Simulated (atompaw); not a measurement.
manganese: one change to a PAW (atompaw) potential, before and after

| Item | Value |
| --- | --- |
| Element | Mn |
| Generator | atompaw 4.2.0.5 |
| Type | PAW |
| Functional | LDA (PW92) |
| Relativity | scalar-relativistic |
| Frozen core | [Ar] |
| Valence charge | 7 |
| Reference configuration | 3d5 4s1 4p0 (charge +1) |
| Partial waves | 4s (bound): rc 2.65 bohr; 4s channel at 0.3 Ry: rc 2.65 bohr; 4p (bound, empty): rc 3.00 bohr; 4p channel at 0.95 Ry: rc 3.00 bohr; 3d (bound): rc 1.10 bohr; 3d channel at 3.55 Ry: rc 1.10 bohr |
| Local potential | troulliermartins scheme with l = 3 at 0.5 Ry, radius 2.15 bohr |
| Core correction | smooth core density matched at 2.95 bohr |
| Augmentation charge | besselshape compensation charge, radius 2.20 bohr; PAW radius 3.00 bohr; waves and projectors: custom rrkj vanderbiltortho |

Change: augmentation besselshape compensation charge, radius 2.20 bohr; PAW radius 3.00 bohr; waves and projectors: custom polynom vanderbiltortho.

Cutoffs: the cutoffs (Ry, on a coarse ladder) from which the occupation-weighted sum of valence levels, in a spherical-Bessel basis at the reference potential, stays within 10 and 1 mRy of its value at 400 Ry; they do not see the model core or the augmentation charge, which bear on the density cutoff.

Problem. What does the change do?

Solution. The potential gets neither clearly harder nor softer (90 Ry and 140 Ry → 100 Ry and 140 Ry); a bound ghost appears in s, which as a rule spoils a file; the range in which the s phases agree widens (upper end 0.9 → at the end of the scan).

```tsv
quantity	base	changed
cutoff, loose	90 Ry	100 Ry
cutoff, tight	140 Ry	140 Ry
bound ghosts	none	s
s: phases at 3.00 bohr within 0.05 rad from the reference energy up to (Ry; the scan ends near 5)	0.9	to the end of the scan
p: phases at 3.00 bohr within 0.05 rad from the reference energy up to (Ry; the scan ends near 5)	2.6	2.8
d: phases at 3.00 bohr within 0.05 rad from the reference energy up to (Ry; the scan ends near 5)	4.6	to the end of the scan
lowest overlap eigenvalue by channel	s 0.34, p 0.51, d 1.00	s 0.00, p 0.31, d 0.99
```

 A true bound ghost makes a file unfit for plane-wave use even where its test errors are small: the radial tests pick states by their node count and pass the ghost by. The cutoffs see the waves, projectors and local potential, not the compensation charge or the core.
